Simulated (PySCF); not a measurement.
**I⁺ (iodine, charge +1) across methods**

[Kr] 4d10 5s1 5p5, high-spin 3P determinant (an excited configuration). All numbers are calculated (PySCF 2.14, scalar relativity through the core potential, in aug-cc-pVTZ-PP with ECP28MDF). The B2PLYP total includes its PT2 part (frozen core); its orbital energies are those of the SCF part.

```csv
method,E (hartree),mean ε 5s α (eV),mean ε 5p α (eV),mean ε 5p β (eV),Σ⟨r²⟩ (bohr²),⟨S²⟩
r2SCAN,-295.0077,-28.741,-17.090,-15.246,49.73,2.008
wB97X,-294.9277,-32.837,-20.212,-18.183,49.86,2.004
B2PLYP,-294.6165,-32.213,-19.105,-16.561,50.23,2.007
LDA,-294.4610,-27.982,-16.665,-15.341,49.74,2.002
BP86,-295.0218,-27.885,-16.655,-15.285,49.71,2.003
UHF,-293.86929,-36.023,-21.338,-17.352,50.75,2.017
M06,-294.9501,-29.501,-17.669,-15.770,50.00,2.003
PBE,-294.8795,-27.778,-16.572,-15.135,49.80,2.003
```

Q: Estimate the same row for PBE0.

A: E (hartree) = -294.8953; mean ε 5s α (eV) = -30.069; mean ε 5p α (eV) = -17.969; mean ε 5p β (eV) = -16.000; Σ⟨r²⟩ (bohr²) = 49.84; ⟨S²⟩ = 2.005.

Energies and moments cover only the electrons outside the core potential.
